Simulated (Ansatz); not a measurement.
The cluster Sn₂O₄⁺. Charge 1, multiplicity 2. Geometry PBE-D4/def2-SVP; atoms count from 1.

```xyz
6

Sn   -1.393   -0.648   -0.559
Sn   -0.012    2.669    1.160
O     1.289   -1.235   -0.282
O     0.758   -0.574   -1.338
O     0.357   -1.454    0.677
O    -1.000    1.242    0.343
```

In the def2 sets Sn takes a core potential; there is no spin–orbit coupling. The structure holds 2 bonds between oxygen atoms, so isomers without such links may lie far lower. Another isomer (doublet) lies 0.30 eV lower at PBE0-D4/def2-TZVP; other spin states weren't run for this one.

(1) Estimate the Mulliken populations from the PBE0/def2-TZVP orbitals of Ansatz.

(2) Where does the spin sit?

(3) And the Mayer bond orders between heavy atoms (over 0.3)?

Answers

(1) 
| atom | charge (e) | spin (α − β) |
| --- | --- | --- |
| Sn1 | 1.02 | 0.01 |
| Sn2 | 1.10 | 0.00 |
| O3 | 0.21 | 0.44 |
| O4 | -0.30 | 0.27 |
| O5 | -0.30 | 0.27 |
| O6 | -0.72 | 0.00 |
Mulliken values depend strongly on the basis.

(2) Summed by element: Sn 0.01, O 0.99, of 1 unpaired in all. Largest on single atoms: O3 0.44, O5 0.27, O4 0.27.

(3) Sn1–O4 0.48 (2.29 Å); Sn1–O5 0.48 (2.29 Å); Sn1–O6 0.56 (2.13 Å); Sn2–O6 1.37 (1.92 Å); O3–O4 1.12 (1.35 Å); O3–O5 1.12 (1.35 Å).
